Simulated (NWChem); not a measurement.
C2H3Cl2Ga; SMILES [Ga]([CH]=C)([Cl])[Cl]

```xyz
8

Ga    -0.1253     0.0764     0.0000
Cl    -0.3917     2.2166     0.0000
Cl     1.9253    -0.6124     0.0000
C     -1.5712    -1.2195     0.0000
C     -1.2973    -2.5395     0.0000
H     -2.6165    -0.8650     0.0000
H     -2.0983    -3.3006     0.0000
H     -0.2609    -2.9197     0.0000
```
Atoms are numbered in this order, from 1.

Program: NWChem. Geometry: optimised at PBE-D3(BJ)/def2-SVP.

Q: Taking PBE0/def2-TZVPP as the yardstick, which of these has the fewest basis functions while keeping “highest occupied level (eV)” within 0.05 eV of it: PBE0/def2-TZVP; PBE0/def2-SVP; PBE0/def2-SVPD; PBE0/STO-3G?

A: PBE0/def2-TZVP.
| level | basis functions | highest occupied level (eV) |
|---|---|---|
| PBE0/STO-3G | 49 | -3.56 |
| PBE0/def2-SVP | 111 | -8.62 |
| PBE0/def2-SVPD | 156 | -8.78 |
| PBE0/def2-TZVP | 202 | -8.69 |
| PBE0/def2-TZVPP | 236 | -8.69 |

The yardstick is one finite set, not the basis-set limit.
